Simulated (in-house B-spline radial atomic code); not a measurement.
A fraction x of an electron is removed from 4p in Rb5+, starting from [Ar] 3d10 4s2 4p2 and keeping the highest spin. Computed with a radial B-spline atomic code at the basis-set limit: scalar-relativistic (X2C) B97-1, spin-polarised, spherical fractional occupations, Fermi nucleus of rms radius 4.2036 fm.

Caution: exact exchange at fractional occupations of open shells leaves self-interaction of up to several eV.

```tsv
x	E(x) - E(0) (eV)	4p up level (eV)
0	0.0000	-76.785
0.07	5.4075	-77.716
0.2	15.6233	-79.449
0.26	20.4143	-80.251
0.46	36.7320	-82.928
0.5	40.0598	-83.465
0.54	43.4091	-84.002
0.64	51.8765	-85.346
0.87	71.8621	-88.444
0.96	79.8767	-89.659
1	83.4738	-90.199
```

The exact functional would give a straight line between the two integer points. Deviations E(x) - E(0) - x[E(1) - E(0)], in eV: -0.436 at x = 0.07, -1.071 at x = 0.2, -1.289 at x = 0.26, -1.666 at x = 0.46, -1.677 at x = 0.5, -1.667 at x = 0.54, -1.547 at x = 0.64, -0.76 at x = 0.87, -0.258 at x = 0.96.

The curve lies below the straight line by up to 1.677 eV (at x = 0.5): convex, the delocalisation error, to which spherically averaged exact exchange adds.

Question: How well does Slater's transition state (minus the level at half occupation) give the ionisation energy?

Answer: It gives 83.465 eV against 83.474 eV from the two total energies; NIST lists 82.90 eV, ground level to ground level. The end point has an open shell averaged over its orbitals, so its exact exchange keeps a self-interaction and this is no true integer point.
